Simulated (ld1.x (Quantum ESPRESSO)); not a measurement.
u(r) = r·R(r): atom against pseudo-atom (oxygen (O))

Columns: radius, all-electron u(r) and pseudo u(r) of the 2s shell (level -23.91 eV) of oxygen in the configuration [He] 2s2 2p4; PBE, non-relativistic, PAW scheme, ld1.x (Quantum ESPRESSO) 7.5.

| r (bohr) | all-electron | pseudo |
| --- | --- | --- |
| 0.118 | 0.4148 | -0.2248 |
| 0.235 | 0.1374 | -0.4329 |
| 0.353 | -0.2503 | -0.6153 |
| 0.470 | -0.5685 | -0.7603 |
| 0.588 | -0.7868 | -0.8667 |
| 0.705 | -0.9091 | -0.9327 |
| 0.822 | -0.9584 | -0.9615 |
| 0.940 | -0.9558 | -0.9558 |
| 1.058 | -0.9190 | -0.9190 |
| 1.175 | -0.8621 | -0.8621 |
| 1.292 | -0.7945 | -0.7945 |
| 1.410 | -0.7220 | -0.7220 |
| 1.528 | -0.6494 | -0.6494 |
| 1.645 | -0.5802 | -0.5802 |
| 1.763 | -0.5147 | -0.5147 |
| 1.880 | -0.4549 | -0.4549 |
| 1.998 | -0.3999 | -0.3999 |
| 2.115 | -0.3509 | -0.3509 |
| 2.232 | -0.3071 | -0.3071 |
| 2.350 | -0.2679 | -0.2679 |
| 2.468 | -0.2332 | -0.2332 |
| 2.585 | -0.2029 | -0.2029 |
| 2.702 | -0.1764 | -0.1764 |
| 2.820 | -0.1530 | -0.1530 |
| 2.938 | -0.1325 | -0.1325 |
| 3.055 | -0.1148 | -0.1148 |

(1) How many radial nodes do the two functions have?

(2) At about which radius was the pseudo-wave matched?

(3) Where does each function peak?

(4) Is the pseudo-wave norm-conserving?

## Answers

(1) The all-electron 2s function has n − l − 1 = 1; the pseudo-wave has 0, since the states of the same l below it are removed with the core.

(2) 0.95 bohr, where the columns begin to agree (steps of 0.12 bohr).

(3) Outermost all-electron maximum near 0.82 bohr, pseudo maximum near 0.82 bohr (to the table’s step).

(4) No, it belongs to a PAW set: the norm inside the radius is not constrained, and the difference is carried by the augmentation charge.
